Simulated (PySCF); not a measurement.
Molecule: `InChI=1S/C2HF3O2/c3-2(4,5)1(6)7/h(H,6,7)`.

Numbering as in the mapped SMILES `[O:1]=[C:2]([OH:3])[C:4]([F:5])([F:6])[F:7]`; H(Xn) means a hydrogen on atom n.

Geometry PBE0-D3(BJ)/def2-SVP throughout; GIAO in PySCF 2.14, gas phase, one conformer, non-relativistic; equivalent atoms averaged; basis pcSseg-2.

For orientation, KT2 gives these absolute shieldings σ: O1 -75.7, O3 127.3, C2 25.0, C4 58.0, F5/F6/F7 243.3, H(O3) 25.22 ppm.

A run gave: O1 -105.5, O3 128.8, C2 11.5, C4 53.5, F5/F6/F7 256.4, H(O3) 25.12 ppm (absolute shieldings σ).

Question: Which functional was used in that run?
A. BHandHLYP
B. WP04
C. B3LYP
D. LC-wPBE
E. mPW1PW91

Answer: C. C4 tells them apart best: B3LYP gives 53.5, WP04 gives 44.2, LC-wPBE gives 60.4, BHandHLYP gives 65.4, mPW1PW91 gives 59.3 ppm.
